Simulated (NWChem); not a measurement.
System: C3H3NOSi; SMILES C#C[SiH2]N=C=O

NWChem input:

```
start job
memory heap 200 mb stack 900 mb global 1100 mb
geometry units angstroms noautosym nocenter noautoz
  C      1.401105     2.637419    -0.010798
  C      0.479386     1.847260     0.004888
  Si    -0.922044     0.682207     0.028166
  N     -0.351056    -0.935119    -0.015176
  C      0.146555    -2.026862    -0.012219
  O      0.620633    -3.105422    -0.013832
  H      2.214369     3.329757    -0.024861
  H     -1.777469     0.906868    -1.158595
  H     -1.707211     0.870085     1.268976
end
basis spherical
  C library def2-svp
  Si library def2-svp
  N library def2-svp
  O library def2-svp
  H library def2-svp
end
dft
  xc m05-2x
  iterations 150
end
cosmo
  do_cosmo_smd true
  solvent ethanol
end
task dft energy
```

Coordinates come from a B3LYP/6-31G* (spherical d) optimisation. Solvent: ethanol.

Level: M05-2X/def2-SVP with SMD (1 M gas to 1 M solution), gas-phase geometry. Reactions with the solvent are ignored.

**Question.** What results follow from this input? (M05-2X/def2-SVP, SMD on the gas-phase geometry.) Quantities: solvation free energy (kcal/mol); cavity-dispersion-structure term (kcal/mol); dipole in solution (D).

**Answer.** The solvation free energy (kcal/mol) is 0.3, the cavity-dispersion-structure term (kcal/mol) is 5.5 and the dipole in solution (D) comes out as 3.16.
